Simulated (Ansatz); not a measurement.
C2H9FSi2 (`C[SiH2][SiH2]CF`) at its PBE0-D4/def2-TZVP geometry, where that method's forces vanish. Charge 0, multiplicity 1.

```xyz
14

C    -1.5547   -1.3257   -0.2802
Si   -0.0949   -1.1716    0.8893
Si    1.4381    0.4063    0.0838
C     0.4842    1.9183   -0.5715
F    -0.4738    2.3235    0.3565
H    -2.2698   -2.0641    0.0888
H    -1.2300   -1.6354   -1.2761
H    -2.0701   -0.3667   -0.3690
H    -0.5570   -0.7498    2.2403
H     0.5965   -2.4839    1.0403
H     2.3973    0.8337    1.1392
H     2.2230   -0.1267   -1.0678
H     1.1445    2.7688   -0.7683
H    -0.0333    1.6733   -1.5052
```

(1) What forces (eV/Å) does B3LYP-D4/def2-TZVPP give on these atoms in Ansatz? (Estimate.)

Answers

(1) Ansatz gave: 
```
C1  -0.083 -0.004 -0.055
Si2  0.066 -0.066  0.171
Si3  0.168 -0.045  0.010
C4   0.292 -0.052 -0.371
F5  -0.298  0.124  0.284
H6   0.021  0.037 -0.035
H7  -0.032  0.015  0.040
H8   0.015 -0.058 -0.009
H9   0.024 -0.033 -0.081
H10 -0.046  0.073 -0.007
H11 -0.054 -0.021 -0.066
H12 -0.043  0.034  0.067
H13 -0.053 -0.038  0.001
H14  0.025  0.034  0.051
```

B3LYP here is the variant with VWN-RPA as its local correlation; programs differ in this.
